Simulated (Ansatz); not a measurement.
Geometry optimisation, RKS PBE0-D4/def2-SVP in Ansatz 0.2.0.

Input file:

```yaml
crystal:
  periodic: [false, false, false]
  atoms:
    - { symbol: Ge, position_ang: [-0.786043, 5.7e-05, 0.240523] }
    - { symbol: H, position_ang: [1.60202, -0.000147, 1.619326] }
    - { symbol: F, position_ang: [2.027709, 8.8e-05, 0.800461] }
    - { symbol: F, position_ang: [-0.825179, 1.31316, -0.907865] }
    - { symbol: F, position_ang: [-0.825106, -1.313158, -0.907746] }
basis:
  gaussian: { orbitals: def2-SVP }
hamiltonian:
  xc: pbe0
  dispersion: d4
relax:
  f_tol: 0.03
  max_steps: 50
```

Command:

```bash
$ ansatz run input.yaml --threads 1 --pin off --max-ram 2048MiB --backend cpu --events-out ev --progress --plain --runs-dir out
```

Task: Where does it end, and by what steps?

Result: The run converged. The force dipped under the threshold on the way, but the program's further checks kept it going. After 33 steps the energy has fallen by 0.427 eV; H2 moved furthest, 1.18 Å.

```tsv
step	energy less start (eV)	largest force component (eV/Å)	accepted
0	0.0000	0.256	yes
2	-0.0331	0.662	yes
4	-0.0849	1.294	yes
6	-0.1190	0.113	yes
8	-0.1208	0.014	yes
10	-0.1199	0.414	no
12	-0.1216	0.190	yes
14	-0.1230	0.103	yes
16	-0.1107	1.210	no
18	-0.1344	0.320	yes
20	-0.1634	0.247	yes
22	-0.1508	2.949	no
24	-0.2686	0.668	yes
26	-0.3553	1.469	yes
28	-0.4055	0.298	yes
30	-0.4233	0.066	yes
32	-0.4268	0.042	yes
33	-0.4270	0.011	yes
```

```xyz
5
Properties=species:S:1:pos:R:3
Ge -0.925 0.189 0.343
H 1.292 -0.482 0.589
F 1.270 0.296 1.137
F -0.497 1.226 -0.995
F 0.054 -1.230 -0.230
```

Whether the end is a true minimum wasn't checked by a vibrational analysis.

The run took 99 s on 1 thread of Arm Neoverse V1 (shared host), peak memory 0.16 GiB.
